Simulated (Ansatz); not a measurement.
A structure relaxed at PBE-D4/def2-SVP in Ansatz, charge 0, singlet:

| atom | x (Å) | y (Å) | z (Å) |
| --- | --- | --- | --- |
| Ta1 | 1.685 | -0.793 | -0.039 |
| Ta2 | -0.058 | -0.619 | 1.856 |
| Ta3 | -0.253 | 1.186 | -1.168 |
| Ta4 | 1.062 | 1.509 | 0.915 |
| Si5 | -1.660 | 1.094 | 0.875 |
| Si6 | -1.071 | -1.360 | -0.259 |
| Si7 | 0.295 | -1.018 | -2.181 |

(1) Give its formula.

(2) Summarise the bond lengths by kind (pairs closer than 1.2 times the sum of covalent radii, bridged metal pairs left out).

## Answers

(1) Ta₄Si₃ (the lowest singlet isomer of a short search).

(2) 8 × Si–Ta 2.46 to 2.82 Å; 6 × Ta–Ta 2.48 to 3.53 Å; 1 × Si–Si 2.38 Å.

In the def2 sets Ta takes a core potential; there is no spin–orbit coupling. The relaxation made no stability test and no search for a lower SCF solution. At PBE0-D4/def2-TZVP a triplet of charge 0 lies 0.12 eV below the restricted singlet, each at its own geometry. The structure comes from a short search, and lower isomers may exist.
